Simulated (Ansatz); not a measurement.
Consider the ligand exchange at the Si–C bond: `[SiH3][SiH2]C[SeH]` + `BCS` → `BCS[SiH2][SiH3]` + `C[SeH]`.

Isolated molecules relaxed with PBE0-D4/def2-TZVP in Ansatz; ΔE leaves out vibrations. CCSD(T)/CBS adds triple-zeta CCSD(T) − MP2 to the extrapolated MP2 energy (def2 sets, frozen cores). Functionals use def2-TZVPP. B3LYP here is the variant with VWN-RPA as its local correlation; programs differ in this. For Se outer-core shells are correlated without core-valence functions, which leaves a few kJ/mol of doubt a bond. Scalar relativity is left out up to krypton. One conformer a species, not always the lowest.

```tsv
level	ΔE (kJ/mol)	difference from CCSD(T)/CBS
PBE-D4	-62.0	-3.1
B3LYP-D4	-62.2	-3.3
ωB97X-V	-59.8	-0.9
ωB97M-V	-58.1	0.8
B2PLYP	-62.6	-3.7
PBE	-63.0	-4.1
LC-ωPBE	-59.3	-0.4
RPA@PBE/def2-TZVPP	-54.2	4.7
HF/def2-SVP	-65.0	-6.1
CCSD/def2-SVP	-56.7	2.2
HF/def2-TZVPP	-67.0	-8.1
CCSD/def2-TZVPP	-57.3	1.6
MP2/def2-QZVPP	-60.4	-1.5
SCS-MP2/def2-QZVPP	-60.5	-1.6
MP2/CBS(def2)	-61.1	-2.2
CCSD/CBS(def2)	-59.0	-0.1
CCSD(T)/CBS	-58.9	0
```

Largest T1 diagnostic among the species: 0.012.

In def2-TZVPP, CCSD(T) changes the Hartree–Fock value by +9.8 kJ/mol (the triples alone add +0.1 kJ/mol) and MP2 by +7.6 kJ/mol. Leaving LDA and LC-ωPBE aside and taking each functional with its dispersion term where it has one, the values, not all of them listed here, spread over 6.4 kJ/mol, from B97M-V to ωB97M-V. LDA lies +7.6 kJ/mol from PBE without D4.

CCSD(T)/CBS has its own doubt, a few kJ/mol and more with outer-core shells, so smaller differences from it don't rank the levels.
